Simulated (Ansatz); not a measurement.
Gas-phase electronic energies from Ansatz, PBE0-D4/def2-TZVP geometries. CCSD(T)/CBS adds triple-zeta CCSD(T) − MP2 to the extrapolated MP2 energy (def2 sets, frozen cores). This one scheme is used for every species. Functionals use def2-TZVPP. B3LYP here is the variant with VWN-RPA as its local correlation; programs differ in this. One conformer a species, not always the lowest.

Reaction (formal hydrolysis of the Si–C bond): `CC[Si]SC` + H₂O → `CS[Si]O` + `CC`

```
             level  ΔE (kJ/mol)  difference from CCSD(T)/CBS
            PBE-D4       -143.5                          2.2
         r2SCAN-D4       -153.7                         -8.0
           PBE0-D4       -145.2                          0.5
          B3LYP-D4       -153.4                         -7.7
           ωB97X-V       -155.3                         -9.6
           ωB97M-V       -155.1                         -9.4
            B2PLYP       -161.2                        -15.5
               PBE       -151.8                         -6.1
            r2SCAN       -156.2                        -10.5
              PBE0       -152.7                         -7.0
             B3LYP       -166.4                        -20.7
     HF/def2-TZVPP       -174.9                        -29.2
    MP2/def2-TZVPP       -149.2                         -3.5
SCS-MP2/def2-TZVPP       -154.5                         -8.8
   CCSD/def2-TZVPP       -151.6                         -5.9
CCSD(T)/def2-TZVPP       -147.9                         -2.2
     HF/def2-QZVPP       -175.5                        -29.8
    MP2/def2-QZVPP       -148.2                         -2.5
SCS-MP2/def2-QZVPP       -153.5                         -7.8
      HF/CBS(def2)       -175.5                        -29.8
     MP2/CBS(def2)       -147.1                         -1.4
    CCSD/CBS(def2)       -149.5                         -3.8
       CCSD(T)/CBS       -145.7                            0
```

Largest T1 diagnostic among the species: 0.014.

In def2-TZVPP, CCSD(T) changes the Hartree–Fock value by +27.0 kJ/mol (the triples alone add +3.7 kJ/mol) and MP2 by +25.7 kJ/mol. The D4 term adds +13.0 kJ/mol with B3LYP and +7.5 kJ/mol with PBE0; it sums over pairs of atoms, weighted by their polarisabilities, and B3LYP, whose exchange is more repulsive, gets the larger term.
